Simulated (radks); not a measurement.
Hg IV, configuration [Xe] 4f14 5d9.

All-electron calculation, scalar-relativistic Kohn-Sham, PBEsol, spin-polarised, spherical densities, finite nucleus; open shells are filled with parallel spins first (spin-orbit coupling, left out, can overturn this in heavy ions); Fermi nuclear charge, rms radius 5.4648 fm. Program: a radial shooting solver on a logarithmic mesh with Libxc functionals.

Energy parts (hartree):
| part | energy |
|---|---|
| total | -19610.2232 |
| kinetic | 21998.1918 |
| electron-nucleus | -48750.3944 |
| Hartree | 7505.8360 |
| exchange-correlation | -363.8566 |

Orbitals (lengths in bohr, moments of r in powers of bohr; r(90%) holds 90 % of the orbital's charge):
1s up: occ. 1; eigenvalue (hartree) -3055.389; r(90%) 0.0304; <r^2> 0.0003811
1s down: occ. 1; eigenvalue (hartree) -3055.389; r(90%) 0.0304; <r^2> 0.0003811
2s up: occ. 1; eigenvalue (hartree) -542.6177; r(90%) 0.109; <r^2> 0.005800
2s down: occ. 1; eigenvalue (hartree) -542.6146; r(90%) 0.109; <r^2> 0.005800
2p up: occ. 3; eigenvalue (hartree) -468.3236; r(90%) 0.103; <r^2> 0.004899
2p down: occ. 3; eigenvalue (hartree) -468.3210; r(90%) 0.103; <r^2> 0.004899
3s up: occ. 1; eigenvalue (hartree) -129.7277; r(90%) 0.265; <r^2> 0.03737
3s down: occ. 1; eigenvalue (hartree) -129.7263; r(90%) 0.265; <r^2> 0.03737
3p up: occ. 3; eigenvalue (hartree) -108.2511; r(90%) 0.272; <r^2> 0.03850
3p down: occ. 3; eigenvalue (hartree) -108.2495; r(90%) 0.272; <r^2> 0.03850
3d up: occ. 5; eigenvalue (hartree) -85.59585; r(90%) 0.256; <r^2> 0.03188
3d down: occ. 5; eigenvalue (hartree) -85.59349; r(90%) 0.256; <r^2> 0.03188
4s up: occ. 1; eigenvalue (hartree) -29.49792; r(90%) 0.572; <r^2> 0.1800
4s down: occ. 1; eigenvalue (hartree) -29.49482; r(90%) 0.572; <r^2> 0.1800
4p up: occ. 3; eigenvalue (hartree) -22.45244; r(90%) 0.617; <r^2> 0.2058
4p down: occ. 3; eigenvalue (hartree) -22.44947; r(90%) 0.617; <r^2> 0.2058
4d up: occ. 5; eigenvalue (hartree) -14.07961; r(90%) 0.669; <r^2> 0.2329
4d down: occ. 5; eigenvalue (hartree) -14.07614; r(90%) 0.669; <r^2> 0.2328
4f up: occ. 7; eigenvalue (hartree) -4.79516; r(90%) 0.772; <r^2> 0.2809
4f down: occ. 7; eigenvalue (hartree) -4.79047; r(90%) 0.771; <r^2> 0.2804
5s up: occ. 1; eigenvalue (hartree) -5.61002; r(90%) 1.28; <r^2> 0.9085
5s down: occ. 1; eigenvalue (hartree) -5.59038; r(90%) 1.28; <r^2> 0.9068
5p up: occ. 3; eigenvalue (hartree) -3.70745; r(90%) 1.49; <r^2> 1.205
5p down: occ. 3; eigenvalue (hartree) -3.68385; r(90%) 1.49; <r^2> 1.204
5d up: occ. 5; eigenvalue (hartree) -1.57453; r(90%) 2.09; <r^2> 2.212
5d down: occ. 4; eigenvalue (hartree) -1.54869; r(90%) 2.10; <r^2> 2.223

The highest occupied level is 5d down at -42.142 eV. The electron density at the nucleus is 2.497e+06 e/bohr^3 (large components only). The spin density at the nucleus is -5.951 e/bohr^3 (1s -0.107, 2s -0.781, 3s -0.012, 4s 0.775, 5s -5.826). Spin moment in Bohr magnetons: 1. Summed over all electrons, <r^2> = 37.51 bohr^2, which gives a Langevin (diamagnetic) susceptibility term of -29.7 x 10^-6 cm^3/mol. For comparison, the ionisation energy in NIST's Atomic Spectra Database is 48.6 eV (measured). In exact Kohn-Sham theory the highest level is minus the ionisation energy, but local and semilocal functionals leave it too shallow, through self-interaction and a potential that decays too fast; potentials with the right tail come closer.
